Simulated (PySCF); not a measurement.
Geometries of 2 isomers of C3H5I, from PBE0-D3(BJ)/def2-SVP geometry optimisation, gas phase, def2 core potentials past Kr in PySCF. One conformer each, no zero-point energy, no frequencies.

**Question.** Which isomer lies lower at this level?
A.
```xyz
9
angstrom
I      2.679    0.234   -0.386
C      0.816    0.089    0.624
C     -0.300   -0.721    0.054
C     -0.395    0.780    0.091
H      0.982    0.071    1.703
H     -0.899   -1.309    0.755
H     -0.150   -1.197   -0.918
H     -1.064    1.256    0.814
H     -0.305    1.314   -0.858
```
B.
```xyz
9
angstrom
C     -1.838    0.063   -0.178
C     -0.646    0.114   -0.780
C      0.604   -0.398   -0.177
I      1.995    1.222    0.283
H     -1.953   -0.356    0.826
H     -2.739    0.438   -0.669
H     -0.561    0.552   -1.781
H      0.439   -0.916    0.775
H      1.178   -1.037   -0.859
```

**Answer.** B. That is `C=CCI`, 3.0 kcal/mol below the other.

```csv
SMILES,atoms numbered as above,E (Eh),relative (kcal/mol),relative (kJ/mol),dipole (D)
C=CCI,[CH2:1]=[CH:2][CH2:3][I:4],-414.78934,0.0,0.0,1.79
IC1CC1,[I:1][CH:2]1[CH2:3][CH2:4]1,-414.78453,3.0,12.6,1.73
```

As drawn, the lower has a C=C bond outside aromatic rings, which the higher lacks; the higher has a three-membered ring, which the lower lacks.
